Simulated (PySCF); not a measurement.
Computed shifts of a molecule C2H7AlOS, PBE/pcSseg-1 in PySCF, GIAO, gas phase, atoms alike by connectivity averaged where their shifts nearly agree, in ppm (number of nuclei): ¹³C: 59.7 (1), -10.5 (1). ¹H: 4.41 (3), 0.39 (1), -0.03 (3). References: ¹³C against TMS (σ = 182.0 ppm); ¹H against TMS (σ = 31.49 ppm); ¹⁷O against H2O (σ = 334.3 ppm); ³³S against H2S (σ = 706.5 ppm), references at their B3LYP-D3(BJ)/def2-TZVP geometries, non-relativistic. Coordinates come from a TPSSh-D3(BJ)/def2-SVP optimisation. One conformer was computed; it need not be the lowest.

**Question.** Pick the molecule that these values belong to.
A. C[S][Al]([CH3])[OH]
B. C[O][AlH][S]C
C. C[O][Al]([CH3])[SH]

**Answer.** C, C[O][Al]([CH3])[SH]
